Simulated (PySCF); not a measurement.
## [CrO4]3-: what the settings change

The complex [CrO4]3- (charge -3) contains Cr(V), shell d1. The structure is a PBE0-D3(BJ)/def2-TZVP, IEF-PCM water geometry optimised for multiplicity 2; coordination tetrahedral, point group Td, metal–donor distances 1.70 Å.

The d shell alone is too small an active space for [CrO4]3- (an active orbital has only 0.64 squared overlap with the free ion's shell): its levels, fitted parameters, g values and moments show what this model gives and aren't sound predictions.

```
5

Cr    0.0000    0.0000    0.0000
O     0.9800    0.9800    0.9800
O     0.9800   -0.9800   -0.9800
O    -0.9800   -0.9800    0.9800
O    -0.9800    0.9800   -0.9800
```

Method (PySCF 2.14, density fitting): CASSCF(1,5) with orbitals averaged over all microstates of the shell, strongly contracted NEVPT2 on the averaged canonical orbitals; basis x2c-TZVPall on the metal, x2c-SVPall elsewhere; spin-free X2C; IEF-PCM water; spin-orbit coupling by state interaction with the mean-field operator over all roots.

Base run: NEVPT2 ground state 2E, next 2T2 at 16154, 10Dq(NEVPT2) 16154, ζ 214 cm⁻¹, μeff(300 K) 1.72 μB.

(1) What happens with the basis x2c-TZVPall on all atoms?

No frequencies were computed for the optimised geometry. Charge-transfer states lie outside this active space and may come lower than some of these levels. The ground state is orbitally degenerate in this regular structure, which would distort (Jahn–Teller), so its moment is that of the undistorted model. NEVPT2 on the d shell alone tends to put d–d bands too high for such charged or covalently bound ions.

Answers

(1) NEVPT2 ground state 2E, next 2T2 at 15086, 10Dq(NEVPT2) 15086, ζ 215 cm⁻¹, μeff(300 K) 1.72 μB. It took 8.1 s against 3.9 s on a shared host of the same kind.
